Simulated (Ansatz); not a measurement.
Reactions of `C=C1C[SiH]1CF`.

Calculated with Ansatz (gas phase, PBE0-D4/def2-TZVP geometries, no zero-point term in ΔE). CCSD(T)/CBS is the MP2 limit (def2-TZVPP, def2-QZVPP) plus CCSD(T) − MP2 in def2-TZVPP, frozen cores. This one scheme is used for every species, atoms too. No spin–orbit coupling; open shells (•) take unrestricted orbitals. Spin–orbit coupling would lower the free atoms: a little for C, F, Si. Each species was taken in one conformer, which may not be the lowest.

Order these by ΔE at CCSD(T)/CBS, lowest first. (An estimate is asked.)
A. `C=C1C[SiH]1CF` + SiH₄ → `C=C1C[SiH]1[SiH3]` + `CF`
B. `C=C1C[SiH]1CF` → 4 C• + F• + 7 H• + Si•
C. `C=C1C[SiH]1CF` + H₂ → `C=C1C[SiH2]1` + `CF`
D. `C=C1C[SiH]1CF` → `C=C1C[SiH2]1` + `[CH]F`
E. `C=C1C[SiH]1CF` + `OCCCF` → `FCCCOCF` + `C=C1C[SiH2]1`

C (-40.8 kJ/mol), A (-31.8 kJ/mol), E (+8.9 kJ/mol), D (+377.8 kJ/mol), B (+5061.0 kJ/mol).

Largest T1 diagnostic: 0.018, for `[CH]F`.
